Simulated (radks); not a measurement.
Task: Radial electron density D(r) = 4 pi r^2 rho(r) of an atom or ion with 28 electrons. Calculated with a radial shooting solver on a logarithmic mesh with Libxc functionals: scalar-relativistic Kohn-Sham, BLYP, spin-unpolarised, spherical densities, point nucleus.

| r (bohr) | D(r) (e/bohr) |
|---|---|
| 0.003731 | 3.209 |
| 0.004207 | 3.937 |
| 0.004743 | 4.811 |
| 0.005348 | 5.854 |
| 0.006029 | 7.089 |
| 0.006798 | 8.539 |
| 0.007665 | 10.22 |
| 0.008642 | 12.16 |
| 0.009744 | 14.35 |
| 0.0109 | 16.62 |
| 0.01229 | 19.27 |
| 0.01385 | 22.10 |
| 0.01562 | 25.05 |
| 0.01761 | 28.01 |
| 0.01986 | 30.86 |
| 0.02239 | 33.43 |
| 0.02525 | 35.57 |
| 0.02846 | 37.10 |
| 0.03209 | 37.89 |
| 0.03618 | 37.87 |
| 0.04047 | 37.13 |
| 0.04563 | 35.72 |
| 0.05145 | 33.92 |
| 0.05801 | 32.15 |
| 0.06541 | 30.86 |
| 0.07375 | 30.49 |
| 0.08315 | 31.34 |
| 0.09375 | 33.45 |
| 0.1057 | 36.50 |
| 0.1192 | 39.85 |
| 0.1333 | 42.46 |
| 0.1503 | 43.84 |
| 0.1695 | 43.11 |
| 0.1911 | 40.13 |
| 0.2154 | 35.36 |
| 0.2429 | 29.89 |
| 0.2739 | 25.04 |
| 0.3088 | 21.95 |
| 0.3482 | 21.15 |
| 0.3925 | 22.32 |
| 0.4426 | 24.45 |
| 0.495 | 26.15 |
| 0.5582 | 26.65 |
| 0.6293 | 25.29 |
| 0.7096 | 22.26 |
| 0.8 | 18.18 |
| 0.902 | 13.83 |
| 1.017 | 9.853 |
| 1.147 | 6.606 |
| 1.293 | 4.187 |
| 1.458 | 2.516 |
| 1.63 | 1.488 |
| 1.838 | 0.7992 |
| 2.073 | 0.3994 |
| 2.337 | 0.1827 |
| 2.635 | 0.07493 |
| 2.971 | 0.02682 |

What is the nuclear charge?

Result: Z = 31. The innermost maximum, from 1s, lies near gamma/Z bohr with gamma = sqrt(1 - (Z/c)^2) = 0.974, here 0.0314 bohr (found: 0.0339), and its height grows with Z. The density is that of the gallium ion Ga3+ in [Ar] 3d10; the configuration itself is not fixed sharply by these data, and Z only to about a unit. D(r) has 3 maxima, at r = 0.0339, 0.154, 0.545 bohr, and minima at 0.0720, 0.343 bohr, inside which lie 2.08, 10.96 electrons.
